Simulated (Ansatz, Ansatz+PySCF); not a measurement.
```xyz
16

C     0.0000    1.4000    0.0000
C     1.2124    0.7000    0.0000
C     1.2124   -0.7000    0.0000
C     0.0000   -1.4000    0.0000
C    -1.2124   -0.7000    0.0000
C    -1.2124    0.7000    0.0000
C     2.4249    1.4000    0.0000
C     3.6373    0.7000    0.0000
C     3.6373   -0.7000    0.0000
C     2.4249   -1.4000    0.0000
H     0.0000   -2.4850    0.0000
H    -2.1521   -1.2425    0.0000
H    -2.1521    1.2425    0.0000
H     4.5769    1.2425    0.0000
H     4.5769   -1.2425    0.0000
H     2.4249   -2.4850    0.0000
```

Basis set: def2-SVP (spherical functions). Charge 0, multiplicity 3.

Computed with Ansatz (development build ahead of 0.2.0); each method stands on the lowest determinant of its kind that the runs found. Restricted functionals stand beside restricted open-shell atoms, which can lie above the unrestricted atoms usual in DFT and then raise those values.

The atomization energy at this shape (free ground-state atoms in the same class of orbitals less the molecule, no zero-point energy) of triplet C₁₀H₆:

| method | atomization energy |
| --- | --- |
| ωB97X (unrestricted) | 84.26 eV |
| PBE0 (unrestricted) | 86.22 eV |
| UHF | 63.90 eV |
| ROHF | 63.78 eV |

Q: What does PBE0 (restricted open-shell) give?

A: 86.56 eV. Caution: another spin multiplicity may lie lower. Caution for ωB97X (unrestricted): the unrestricted determinant is spin contaminated. Caution for UHF: the unrestricted determinant is a mixture of spin states. Caution for ROHF: an unrestricted determinant lies well below.

The shape needn't be a minimum at these levels.
